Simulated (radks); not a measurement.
Task: The mean radii <r> (bohr) of the occupied orbitals of an atom or ion are listed with their occupations. Method: scalar-relativistic Kohn-Sham, LB94 model potential, spin-polarised, spherical densities, finite nucleus; Fermi nuclear charge, rms radius of each element as measured or else 0.836 A^(1/3) + 0.57 fm; computed with a radial shooting solver on a logarithmic mesh with Libxc functionals.

| orbital | occ. | <r> |
|---|---|---|
| 1s | 2 | 0.01795 |
| 2s | 2 | 0.07307 |

Name the element and its charge. Open shells, if any, are filled with parallel spins first.

Result: Z = 75, rhenium, charge +71: Re71+ in [He] 2s2. The 1s radius gives Z: for a bare nucleus <r> = (2 gamma + 1)/(2Z) with gamma = sqrt(1 - (Z/c)^2), 0.01783 bohr for Z = 75, and screening makes it slightly larger (0.01795 here). The occupations add up to 4, and the charge is Z minus that.
